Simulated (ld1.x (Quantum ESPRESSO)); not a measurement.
# u(r) = r·R(r): atom against pseudo-atom (Si (Z = 14))

Columns: radius, all-electron u(r) and pseudo u(r) of the 3p shell (level -4.17 eV) of silicon in the configuration [Ne] 3s2 3p2; LDA (PZ), scalar-relativistic, TM scheme, ld1.x (Quantum ESPRESSO) 7.5.

| r (bohr) | all-electron | pseudo |
| --- | --- | --- |
| 0.108 | 0.1142 | -0.0043 |
| 0.215 | 0.2296 | -0.0171 |
| 0.322 | 0.2633 | -0.0379 |
| 0.430 | 0.2304 | -0.0667 |
| 0.538 | 0.1574 | -0.1023 |
| 0.645 | 0.0658 | -0.1436 |
| 0.752 | -0.0319 | -0.1898 |
| 0.860 | -0.1286 | -0.2399 |
| 0.968 | -0.2188 | -0.2920 |
| 1.075 | -0.2992 | -0.3441 |
| 1.182 | -0.3697 | -0.3949 |
| 1.290 | -0.4308 | -0.4433 |
| 1.398 | -0.4819 | -0.4871 |
| 1.505 | -0.5232 | -0.5249 |
| 1.612 | -0.5560 | -0.5564 |
| 1.720 | -0.5813 | -0.5813 |
| 1.828 | -0.5995 | -0.5995 |
| 1.935 | -0.6115 | -0.6114 |
| 2.042 | -0.6180 | -0.6180 |
| 2.150 | -0.6200 | -0.6200 |
| 2.258 | -0.6179 | -0.6179 |
| 2.365 | -0.6126 | -0.6126 |
| 2.472 | -0.6044 | -0.6044 |
| 2.580 | -0.5939 | -0.5939 |
| 2.688 | -0.5814 | -0.5814 |
| 2.795 | -0.5675 | -0.5675 |

Q: How many radial nodes do the two functions have?

A: The all-electron 3p function has n − l − 1 = 1; the pseudo-wave has 0, since the states of the same l below it are removed with the core.

Q: Where does each function peak?

A: Outermost all-electron maximum near 2.15 bohr, pseudo maximum near 2.15 bohr (to the table’s step).

Q: Is the pseudo-wave norm-conserving?

A: Yes: the TM scheme keeps the norm inside the radius equal to the all-electron one, which fixes the energy derivative of the logarithmic derivative at the level.
